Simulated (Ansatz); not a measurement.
Basis-set extrapolation for `[SiH3]B[SiH2]Cl` (PBE0-D4/def2-TZVP geometry, frozen core, Ansatz 0.2.0). Multiplicity 1, RHF reference.

```csv
,def2-TZVPP,def2-QZVPP
HF,-1065.594081,-1065.625959
MP2 correlation,-0.533851,-0.578482
CCSD(T) correlation,-0.628199,not run
```

Energies in hartree. Use E(X) = E(∞) + A·exp(−7.88·√X) for Hartree–Fock and E(X) = E(∞) + B·X^(−2.97) for correlation, with X = 3 and 4, and add CCSD(T) minus MP2 of the smaller set to the MP2 limit.

What is the CCSD(T) energy at the basis-set limit?

HF limit: -1065.625959 + (-0.031878) × 0.13774 = -1065.63035. MP2 limit: -0.578482 + (-0.044631) × 0.74074 = -0.61154. Higher-order term: -0.628199 − (-0.533851) = -0.09435. Total: -1066.33624 hartree, 299.2 kJ/mol below CCSD(T)/def2-TZVPP.
